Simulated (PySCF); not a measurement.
H4SeSiZn, SMILES [SiH3][Zn][SeH].

Coordinates come from a B3LYP-D3(BJ)/def2-SVP optimisation. Other conformers were not sampled.

The numbers are results of CAM-B3LYP/def2-TZVPD (PySCF), not measurements.

The molecule is in vacuum.

```
Quantity                                                                                                        Result
---------------------------------------------------------------------------------------------  -----------------------
total energy                                                                                       -4473.12870 hartree
highest occupied level                                                                                        -8.17 eV
lowest empty level                                                                                            -0.46 eV
orbital gap                                                                                                    7.71 eV
dipole moment                                                                                                   1.18 D
quadrupole, principal values (traceless, Buckingham form, about the centre of nuclear charge)    -8.66, 1.03, 7.63 D·Å
mean static polarisability                                                                       92.8 bohr³ (13.76 Å³)
polarisability, principal values                                                               72.7, 73.5, 132.4 bohr³
```
